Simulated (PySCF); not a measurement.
**Ionisation energy of Tc³⁹⁺ by level of theory**

Tc³⁹⁺ [He] 2s2 (1S) → Tc⁴⁰⁺ [He] 2s1 (2S), as a difference of total energies. All numbers are calculated (PySCF 2.14, the non-relativistic Hamiltonian (point nucleus), in an uncontracted even-tempered set (17 s from 16 bohr⁻², ratio 2.2; 8 p from 25 bohr⁻², ratio 2.4; 5 d from 75 bohr⁻², ratio 2.4; 5 f from 110 bohr⁻², ratio 2.4; 4 g from 170 bohr⁻², ratio 2.4)). Correlated levels: nothing frozen; virtual orbitals above 40 to 60 times the deepest correlated orbital energy dropped. The calculations carry no spin-orbit coupling.

```
                 method  ionisation energy (eV)
                    UHF                  5660.1
                    LDA                  5657.4
                    PBE                  5664.8
                   PBE0                  5664.0
                 r2SCAN                  5659.0
                   BLYP                  5664.0
                r2SCAN0                  5659.7
    MP2 (all electrons)                  5667.7
SCS-MP2 (all electrons)                  5669.2
```

Task: How much does correlation contribute at MP2 (all electrons)?

Result: 5667.7 − (5660.1) = 7.6 eV, measured against UHF.

The gap to the reference is mostly relativistic.

For comparison: 5838 ± 6 eV (semi-empirical (NIST evaluation); NIST Atomic Spectra Database, ionization energies).
